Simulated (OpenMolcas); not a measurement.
Ti2+ (d2) among equal point charges was computed by CASSCF with the d shell active (OpenMolcas, ANO-RCC-VDZP on the metal). Its lowest spin-free states, and all those of the highest spin:

```tsv
2S+1	Degeneracy	E (cm-1)
3	1	0.0
3	2	5504
3	2	7016
1	2	10638
1	1	15367
1	2	15737
3	2	18457
1	2	20743
3	2	21191
3	1	24171
1	2	25849
1	2	29172
```

Task: Is the site octahedral, tetrahedral or cube-like, axial, or of lower symmetry?

Result: The states with 2S+1 = 3 have orbital degeneracies 1, 2, 2, 2, 2, 1. There are pairs but no triples, so the site is axial: not cubic, but with a proper or improper axis of order three or more. The run had Ti2+ among 5 point charges of -2.6 e arranged as a trigonal bipyramid (D3h), 1.97 Å from the ion, with the axial distance 2.187 Å. The active orbitals were held to one l.

Without dynamic correlation the repulsion within the d shell is too large (B by tens of per cent), so at a given field states of lower spin stand too high. This is an electrostatic model: the charges have no orbitals. An unlabelled pair can be two single states that coincide in this model. No measured value stands beside these numbers.
